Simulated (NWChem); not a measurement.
Molecule: C₃H₈Sn; SMILES C=C[CH2][SnH3]

```xyz
12

Sn     0.0743    -0.8862     0.0013
C     -0.9420     1.0321    -0.1871
C     -0.1528     2.1264     0.4358
C      0.5493     3.0588    -0.2172
H     -0.9564    -2.1543    -0.5250
H      1.4954    -0.8640    -0.9547
H      0.4947    -1.1449     1.6434
H     -1.1095     1.2044    -1.2613
H     -1.9228     0.9075     0.2985
H     -0.1379     2.1416     1.5339
H      0.5755     3.0963    -1.3114
H      1.1213     3.8189     0.3205
```
Atoms are numbered in this order, from 1.

All runs: NWChem. Medium grid unless said otherwise, to which SCAN and Minnesota functionals are sensitive. Structure relaxed at the PBE0/def2-SVP level. Not confirmed as a minimum by frequencies. def2 effective core potentials on Sn; no spin-orbit coupling. Hybrids' shares of exact exchange are those that their runs print; pure functionals count as 0. The functionals differ in more than this share.

| row | share of exact exchange | orbital gap (eV) |
|---|---|---|
| PBE/def2-SVP | 0.00 | 4.88 |
| MN15-L/def2-SVP | 0.00 | 5.58 |
| TPSSh/def2-SVP | 0.10 | 5.87 |
| B3LYP/def2-SVP | 0.20 | withheld |
| PBE0/def2-SVP | 0.25 | 6.89 |
| M05-2X/def2-SVP | 0.56 | 9.00 |

Q: Fit a straight line of the last column on the one before it, predict the withheld value, and compare with the run.

A: 
1. Means of the 5 shown rows: x = 0.182, y = 6.444. Slope Σ(x − x̄)(y − ȳ)/Σ(x − x̄)² = 1.485/0.2205 = 6.737; intercept 5.218.
2. The shown rows scatter about the line by 0.222 (root mean square); the largest residual is +0.36, at MN15-L/def2-SVP.
3. At x = 0.20 (B3LYP/def2-SVP; inside the shown range) the line gives 6.57.
4. The run gives 6.45, -0.12 from the line, 0.5 times the scatter.
